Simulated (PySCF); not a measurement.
C5H10OSi.
SMILES with atom numbers: `[CH2:1]=[CH:2]/[CH:3]=[CH:4]/[O:5][SiH2:6][CH3:7]` (hydrogens: H8, H9 on C1; H10 on C2; H11 on C3; H12 on C4; H13, H14 on Si6; H15, H16, H17 on C7)

The same species was optimised twice, with GFN2-xTB and with PBE0-D3(BJ)/def2-SVP (PySCF), and the same property calculations (PySCF, gas phase) were run on both structures.

```
      coordinate  GFN2-xTB  PBE0-D3(BJ)/def2-SVP  change
      O5–Si6 (Å)     1.632                 1.685  +0.053
      Si6–C7 (Å)     1.887                 1.858  -0.029
       C1=C2 (Å)     1.330                 1.342  +0.012
       C3=C4 (Å)     1.335                 1.344  +0.009
       C2–C3 (Å)     1.441                 1.448  +0.007
       C4–O5 (Å)     1.343                 1.344  +0.001
   C4–O5–Si6 (°)     131.4                 126.7    -4.7
   O5–Si6–C7 (°)     102.7                 106.3    +3.6
    C1–C2–C3 (°)     123.8                 125.1    +1.3
    C3–C4–O5 (°)     122.3                 122.7    +0.4
    C2–C3–C4 (°)     123.1                 122.7    -0.4
 C1–C2–C3–C4 (°)       180                   180       0
C3–C4–O5–Si6 (°)       180                   180       0
C4–O5–Si6–C7 (°)       180                   180       0
```

Rotational constants: A = 10449, B = 698.2, C = 662.0 MHz (GFN2-xTB) against A = 11638, B = 675.7, C = 646.1 MHz (PBE0-D3(BJ)/def2-SVP). Point groups within 0.08 Å: Cs and Cs.

On the GFN2-xTB structure: lowest singlet, TDDFT (eV) 5.62 [wB97X-D/def2-SVPD]; lowest triplet, Tamm–Dancoff (eV) 3.21 [wB97X-D/def2-SVPD]; isotropic polarisability (au) 100.5 [wB97X-D/def2-SVPD]; HOMO (eV) -7.87 [wB97X-D/def2-SVPD]; LUMO (eV) 1.28 [wB97X-D/def2-SVPD]; dipole (D) 1.43 [wB97X-D/def2-SVPD].

Problem. What do these properties become on the PBE0-D3(BJ)/def2-SVP structure?

Solution. 
```csv
property,level,on GFN2-xTB,on PBE0-D3(BJ)/def2-SVP,change
"lowest singlet, TDDFT (eV)",wB97X-D/def2-SVPD,5.62,5.53,-0.09
"lowest triplet, Tamm–Dancoff (eV)",wB97X-D/def2-SVPD,3.21,3.13,-0.08
isotropic polarisability (au),wB97X-D/def2-SVPD,100.5,103.1,+2.6
HOMO (eV),wB97X-D/def2-SVPD,-7.87,-7.78,+0.09
LUMO (eV),wB97X-D/def2-SVPD,1.28,1.28,0.00
dipole (D),wB97X-D/def2-SVPD,1.43,1.97,+0.54
"energy, GFN2-xTB geometry as zero (kcal/mol)",wB97X-D/def2-SVPD,0.0,-3.0,-3.0
```

The heavy atoms differ by 0.104 Å rms after alignment. Among bonds between heavy atoms O5–Si6 changes most (+0.053 Å). Changes are differences of the printed values. Neither structure is proved a minimum here.

Shape of the structure used: `[CH2:1]=[CH:2]/[CH:3]=[CH:4]/[O:5][SiH2:6][CH3:7]`: C1–C2–C3–C4 180°, C3–C4–O5–Si6 180°, C4–O5–Si6–C7 180°.

Note: wB97X-D ran without an empirical dispersion term, which enters the total energy and its gradient alone.
